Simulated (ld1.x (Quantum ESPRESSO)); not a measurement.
**Transferability test, TM potential for Cr (Z = 24)**

| Property | Result |
| --- | --- |
| Element | Cr |
| Generator | ld1.x (Quantum ESPRESSO) 7.5 |
| Type | norm-conserving Troullier–Martins (Kleinman–Bylander form) |
| Functional | PBEsol |
| Relativity | scalar-relativistic |
| Frozen core | [Ne] 3s2 |
| Valence charge | 12 |
| Reference configuration | 3p6 3d5 4s1 4p0 |
| Partial waves | 4s (bound): rc 2.40 bohr; 3p (bound): rc 1.00 bohr; 3d (bound): rc 2.20 bohr |
| Local potential | all-electron potential smoothed inside 1.55 bohr (lloc = -1) |
| Core correction | a·sin(br)/r model core inside 0.85 bohr |

Energies are relative to the spin-unpolarised reference configuration 3p6 3d5 4s1 4p0; without spin polarisation the order of configurations can differ from experiment. Not all tests gave a result: 1 of 7 tests not solved or not reliable. Left out of the table: 3p5 3d5 4s1 4p0 (solver errors, printed error -1.8 eV).

(1) Give the all-electron excitation energy and the error of the potential for: 3p6 3d5 4s0 4p0; 3p6 3d4 4s0 4p0; 3p6 3d3 4s0 4p0; 3p6 3d2 4s0 4p0; 3p6 3d5 4s0.5 4p0; 3p6 3d5.5 4s0.5 4p0.

Levels in the configuration 3p6 3d4 4s0 4p0:

| level | all-electron (eV) | pseudo (eV) |
| --- | --- | --- |
| 3p | -66.312 | -66.330 |
| 3d | -22.813 | -22.780 |

Note: ghost state, extra bound levels that the all-electron valence spectrum of the same l lacks: s at -28.5 eV. A true bound ghost makes a file unfit for plane-wave use.

## Answers

(1)

```csv
valence configuration,charge,ΔE all-electron (eV),error AE − PS (meV)
3p6 3d5 4s0 4p0,+1,6.873,-3.6
3p6 3d4 4s0 4p0,+2,22.887,-4.9
3p6 3d3 4s0 4p0,+3,53.592,+188
3p6 3d2 4s0 4p0,+4,101.910,+1104
3p6 3d5 4s0.5 4p0,+0.5,2.707,-0.8
3p6 3d5.5 4s0.5 4p0,0,0.723,-3.3
```

These tests converged, but a pseudo level misses the all-electron one widely, so the file describes the atom poorly there or has found another state: 3p6 3d3 4s0 4p0: empty 4s by 7.9 eV.
